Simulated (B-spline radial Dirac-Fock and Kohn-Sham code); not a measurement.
Relativistic shifts of the levels of Pr

System: atomic praseodymium, configuration [Xe] 4f3 6s2.

Both columns are ΔSCF binding energies of the configuration average from a radial B-spline solver: non-relativistic Hartree-Fock with a point nucleus, and Dirac-Fock with a finite nucleus and the Coulomb interaction alone, averaged over the two j levels with weights 2j+1.

```
shell  Hartree-Fock (eV)  Dirac-Fock (eV)  shift (eV)  shift (%)
   1s            40056.6          42155.9    +2099.33      +5.24
   2s             6331.1           6861.4     +530.35      +8.38
   2p             5976.8           6140.0     +163.14      +2.73
   3s             1395.2           1514.9     +119.74      +8.58
   3p             1240.5           1280.2      +39.77      +3.21
   3d              955.0            942.2      -12.86      -1.35
   4s              290.0            316.5      +26.46      +9.13
   4p              229.9            237.3       +7.39      +3.21
   4d              123.2            119.5       -3.70      -3.00
   4f               7.94             4.18       -3.76     -47.40
   5s              43.24            46.85       +3.61      +8.35
   5p              25.07            25.34       +0.27      +1.06
   6s               4.31             4.50       +0.20      +4.58
```

Relativity binds 1s, 2s, 2p, 3s, 3p, 4s, 4p, 5s, 5p, 6s more strongly, among those listed most of all 4s in relative terms, and 3d, 4d, 4f more weakly, because the contracted s and p shells screen the nucleus better.

Values without a named source are computed, but for edge energies of neutral atoms, which are taken from tables.
